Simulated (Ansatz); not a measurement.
```yaml
crystal:
  periodic: [false, false, false]
  atoms:
    - {symbol: P, position_ang: [-0.943424, -0.902907, -0.458747]}
    - {symbol: P, position_ang: [-0.679308, 1.165852, 0.308335]}
    - {symbol: As, position_ang: [0.981021, 0.267150, -1.058264]}
    - {symbol: As, position_ang: [0.641711, -0.530095, 1.208675]}
basis:
  gaussian: {orbitals: def2-SVPD}
total_charge: -1
magnetization: {spin_polarized: true, initial_magnetization: 1}
hamiltonian: {xc: {name: BLYP}, dispersion: d4}
output: {forces: true}
```

```sh
$ ansatz run in.yaml --threads 4 --pin off --events-out ev --progress --plain --max-ram 3916MiB
```

It prints (some lines left out):

```
Functional definition: BLYP
1266 factors; their error is unknown
mean field evaluation 1: about -140242.1781 eV, gradient 1.9e1 eV
mean field evaluation 2: about -140233.2811 eV, gradient 3.8e1 eV
mean field evaluation 4: about -140243.3786 eV, gradient 2.2e0 eV
mean field evaluation 8: about -140243.4168 eV, gradient 1.2e-1 eV
mean field evaluation 16: about -140243.3705 eV, gradient 7.2e-4 eV
mean field evaluation 32: about -140243.2238 eV, gradient 1.3e-1 eV
mean field evaluation 64: about -140243.3705 eV, gradient 3.5e-2 eV
mean field evaluation 96: about -140242.8941 eV, gradient 4.7e0 eV
mean field -140243.37047291 eV, -5153.8488045088 hartree, gradient 6.8e-6 eV, S^2 0.751166; 14 other end points of the search recorded, 0 dependent functions left out
reference -140243.37074920 eV, -5153.8488146621 hartree; 49, 48 occupied and 75, 76 virtual orbitals, 1266 factors
Total energy: -140243.94664829 eV, -5153.8699785635 hartree
Atom 0 at    -0.943424    -0.902907    -0.458747 Å, force    -0.436491    -0.489091    -0.237338 eV/Å
Atom 1 at    -0.679308     1.165852     0.308335 Å, force    -0.296445     0.607855     0.169402 eV/Å
Atom 2 at     0.981021     0.267150    -1.058264 Å, force     0.904455     1.204682    -3.560349 eV/Å
Atom 3 at     0.641711    -0.530095     1.208675 Å, force    -0.171519    -1.323445     3.628286 eV/Å
Dipole moment:     0.201956    -0.032725     0.018720 e Å
```

Hardware: 4 threads of Arm Neoverse V2 on a shared host. Wall time 20 s.

The dipole of an ion depends on the origin.
